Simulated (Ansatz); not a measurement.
Ansatz (a program for electronic structure) input (wB97X-V/def2-TZVPD):

Ansatz 0.2 input:
```yaml
crystal:
  periodic: [false, false, false]
  atoms:
    - {symbol: B, position_ang: [-0.00000000, -0.00000000, -0.58802645]}
    - {symbol: N, position_ang: [0.00000000, 0.00000000, 0.67320420]}
    - {symbol: H, position_ang: [-0.00000000, -0.00000000, -1.77229712]}
basis:
  gaussian:
    orbitals: def2-TZVPD
hamiltonian:
  xc: {name: wB97X-V}
total_charge: -1
output: {forces: true}
```

Output:

```
Functional definition: wB97X-V
integrals: 0.02 GiB planned
395 factors; their error is unknown
integrals: 0.05 GiB planned
136 factors; integrals over basis functions are off by at most 3.2e-5 eV
mean field: 0.21 GiB planned
mean field evaluation 1: about -2181.1653 eV, gradient 1.7e1 eV
mean field evaluation 2: about -2180.7018 eV, gradient 2.6e1 eV
mean field evaluation 4: about -2182.1662 eV, gradient 4.3e-1 eV
mean field evaluation 8: about -2182.1710 eV, gradient 1.3e-1 eV
mean field evaluation 16: about -2182.1711 eV, gradient 5.7e-6 eV
mean field -2182.17105011 eV, -80.1933069629 hartree, gradient 5.7e-6 eV, S^2 0.000000; 0 other end points of the search recorded, 0 dependent functions left out
the calculation of the forces begins
reference -2182.17104814 eV, -80.1933068907 hartree; 7, 7 occupied and 76, 76 virtual orbitals, 395 factors
Total energy: -2182.17104814 eV, -80.1933068907 hartree
Atom 0 at    -0.000000    -0.000000    -0.588026 Å, force    -0.000000    -0.000000     0.259970 eV/Å
Atom 1 at     0.000000     0.000000     0.673204 Å, force     0.000000    -0.000000    -0.097712 eV/Å
Atom 2 at    -0.000000    -0.000000    -1.772297 Å, force    -0.000000     0.000000    -0.162258 eV/Å
Dipole moment:     0.000000    -0.000000    -0.540724 e Å
```

It need not be the lowest isomer of its formula. Whether it binds its extra electron was not tested at this geometry.
